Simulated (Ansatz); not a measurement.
Mulliken charges of ClGaH₅NOSi (`[NH2][Ga]([Cl])[O][SiH3]`) from r2SCAN/def2-TZVPP in Ansatz (PBE0-D4/def2-TZVP geometry).

| atom | x (Å) | y (Å) | z (Å) | charge (e) |
| --- | --- | --- | --- | --- |
| N1 | -0.200 | -0.013 | -2.600 | -0.412 |
| Ga2 | 0.443 | -0.236 | -0.941 | 0.614 |
| Cl3 | 2.326 | -1.168 | -0.588 | -0.276 |
| O4 | -0.518 | 0.258 | 0.456 | -0.444 |
| Si5 | -0.374 | 0.202 | 2.085 | 0.430 |
| H6 | -1.019 | 0.541 | -2.781 | 0.170 |
| H7 | 0.367 | -0.157 | -3.416 | 0.170 |
| H8 | -1.587 | 0.824 | 2.675 | -0.084 |
| H9 | -0.265 | -1.202 | 2.567 | -0.084 |
| H10 | 0.828 | 0.951 | 2.543 | -0.084 |

By hand: the dipole of these point charges (1 e Å = 4.8032 D).

Σ q r = (-0.243, 0.172, -0.358) e Å, of length 0.466 e Å = 2.24 D.

How does the dipole of the full density compare? (Estimate.)

Computed: (-0.182, 0.171, -0.438) e Å, 2.42 D; the point charges give 0.93 times that, at 11° from its direction.

Point charges leave out the atoms' own dipoles, such as those of lone pairs, and Mulliken's split depends on the basis, so the close match here is no proof of good charges.
